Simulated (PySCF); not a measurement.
# Static response to an electric field

Compound: CH4Cl2Si.
SMILES with atom numbers: `[Cl:1][CH2:2][SiH2:3][Cl:4]` (hydrogens: H5, H6 on C2; H7, H8 on Si3)

Cartesian coordinates in Å at the PBE0-D3(BJ)/def2-SVP level; atoms count from 1:
```
atom  x, y, z in Å
Cl1   -2.0017   -1.0396    0.1916
C2    -0.9025    0.3696    0.0750
Si3    0.8453   -0.3123   -0.0833
Cl4    2.1605    1.2868   -0.2126
H5    -1.1950    0.9699   -0.7983
H6    -1.0270    0.9856    0.9770
H7     0.9560   -1.1278   -1.3207
H8     1.1824   -1.1134    1.1221
```

Level: wB97X-D/def2-SVPD (PySCF), static field, nuclei fixed, core orbitals frozen in the response. The polarisability tensor in these axes (au):

```
x   76.79 11.19 -2.06
y   11.19 67.34 -1.12
z   -2.06 -1.12 55.77
```

Diagonalise the tensor; give its mean and Δα, where Δα² is half the sum of the squared differences of the eigenvalues.

Principal values 55.57, 59.93 and 84.40 au; mean 66.63 au = 9.87 Å³ = 10.99 × 10⁻⁴⁰ C²·m²/J; Δα = 26.92 au (40 % of the mean).

What is the dipole moment, and where does it point?

(-0.23, 0.39, 0.01) D, 0.45 D in size, pointing from the negative to the positive side. Measured along this direction, the outermost atoms are H8 and H7 at the negative end and H5 and H6 at the positive end.

Traceless (Buckingham) quadrupole moment about the centre of nuclear charge: eigenvalues?

-8.37, 3.05, 5.32 D·Å. The values depend on the origin, since the dipole doesn't vanish. The electronic extent ⟨r²⟩ about the same centre is 910 bohr², a root-mean-square distance of 2.10 Å for the 58 electrons.

Rayleigh depolarisation ratio (linearly polarised light, static tensor)?

ρ = 3Δα²/(45ᾱ² + 4Δα²) = 2174.1/(199800 + 2898.8) = 0.0107.

In a dilute gas of rigid molecules at 500 K, how does the orientational term μ²/3kT compare with the electronic polarisability?

In Gaussian units μ²/3kT = 0.99 Å³ against 9.87 Å³, a ratio of 0.10; the Debye molar polarisation (4π/3)N_A(α + μ²/3kT) is 27.4 cm³/mol, leaving out the vibrational part.

Refractivity n − 1 of an ideal gas of it at 500 K and 1 atm, from the electronic α?

N = p/kT = 1.4678 × 10¹⁹ cm⁻³, so n − 1 = 2π × N × 9.87 × 10⁻²⁴ cm³ = 911 × 10⁻⁶ at long wavelengths.

Directions of the eigenvectors, and the extent of the frame along each?

Largest value along (0.83, 0.55, -0.08), where the nuclei span 4.77 Å; middle along (-0.55, 0.83, 0.05), 2.96 Å; least along (0.09, 0.01, 1.00), 2.45 Å. The response follows the extents in order.

Geometry: PBE0-D3(BJ)/def2-SVP, one conformer, isolated molecule.
